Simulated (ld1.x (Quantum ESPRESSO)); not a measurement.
# Before and after: TM potential for S (Z = 16)

S, norm-conserving Troullier–Martins (Kleinman–Bylander form), made with ld1.x (Quantum ESPRESSO) 7.5 (BP86, fully relativistic). Core [Ne], reference 3s1 3p5. Waves: 3p (bound): rc 1.60 bohr; 3s (bound): rc 1.00 bohr. Local part: the s channel. Core correction: none.

Open shells are filled in proportion to 2j + 1 (rel_dist='average').

Change: wave 3p (bound): rc 1.60 bohr becomes 3p (bound): rc 1.00 bohr.

Cutoffs: the cutoffs (Ry, on a coarse ladder) from which the occupation-weighted sum of valence levels, in a spherical-Bessel basis at the reference potential, stays within 10 and 1 mRy of its value at 400 Ry; they do not see the model core or the augmentation charge, which bear on the density cutoff. Errors are all-electron minus pseudo energies relative to the spin-unpolarised reference configuration.

Q: Predict the effect on cutoff, ghosts and configuration errors.

A: The potential gets harder (70 Ry and 200 Ry → 140 Ry and 300 Ry); of the 7 tests that both files solve, the error grows in 0 and shrinks in 7 by more than 15 % and 0.3 meV (median size 77.0 → 18.5 meV); neither file shows a bound ghost. A smaller radius makes the pseudo-wave follow the all-electron one further in, where it bends more sharply, so more plane waves are needed. Less of the atom is replaced, so other configurations are described better.

| quantity | base | changed |
| --- | --- | --- |
| cutoff, loose | 70 Ry | 140 Ry |
| cutoff, tight | 200 Ry | 300 Ry |
| loose cutoff by channel (10 mRy a level) | p 10 Ry, s 70 Ry | p 120 Ry, s 70 Ry |
| bound ghosts | none | none |
| error for 3s2 3p4, meV [ΔE -10.32 eV] | +32 | +12 |
| error for 3s2 3p3, meV [ΔE 1.55 eV] | +50 | +19 |
| error for 3s2 3p2, meV [ΔE 23.92 eV] | +110 | +53 |
| error for 3s2 3p3.5, meV [ΔE -5.61 eV] | +38 | +13 |
| error for 3s2 3p1, meV [ΔE 58.07 eV] | +260 | +139 |
| error for 3s0 3p6, meV [ΔE 10.44 eV] | +77 | +14 |
| error for 3s2 3p0, meV [ΔE 105.00 eV] | +591 | +305 |
